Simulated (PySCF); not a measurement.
# Dipole response of Hg⁺ (mercury, charge +1)

[Xe] 4f14 5d10 6s1, 2S determinant. Calculation: PySCF 2.14, in aug-cc-pwCVTZ-PP with ECP60MDF (8s8p7d4f3g, 122 functions); scalar relativity through the core potential. Coupled (time-dependent) response in atomic units; α is the mean over directions.

```json
{"method": "UHF", "mean α (bohr³)": "23.87", "C₆ (like pair)": "170.5", "S(−4)": "307.2"}
{"method": "PBE", "mean α (bohr³)": "18.87", "C₆ (like pair)": "142.3", "S(−4)": "134.3"}
{"method": "PBE0", "mean α (bohr³)": "19.52", "C₆ (like pair)": "145.2", "S(−4)": "154.9"}
```

S(−4) is the Cauchy moment in α(ω) = α(0) + S(−4) ω² + …

α(iu) at PBE0:

| u (hartree) | α(iu) (bohr³) |
| --- | --- |
| 0 | 19.52 |
| 0.0500 | 19.15 |
| 0.100 | 18.15 |
| 0.200 | 15.36 |
| 0.300 | 12.76 |
| 0.500 | 9.233 |
| 0.750 | 6.744 |
| 1.00 | 5.230 |
| 1.50 | 3.455 |
| 2.00 | 2.457 |
| 3.00 | 1.417 |
| 5.00 | 0.6333 |

A single London oscillator, α(iu) = α/(1 + u²/ω²), gives C₆ = (3/4) ω α². Matching the computed C₆ needs ω = 4 × 145.2 / (3 × 19.52²) = 0.508 hartree.

For an ion, C₆ is the dispersion term alone; charge-induced terms of lower order in 1/R come first.

Energies and moments cover only the electrons outside the core potential. Spin-orbit coupling, which splits the p, d and f shells strongly at this Z, is absent.
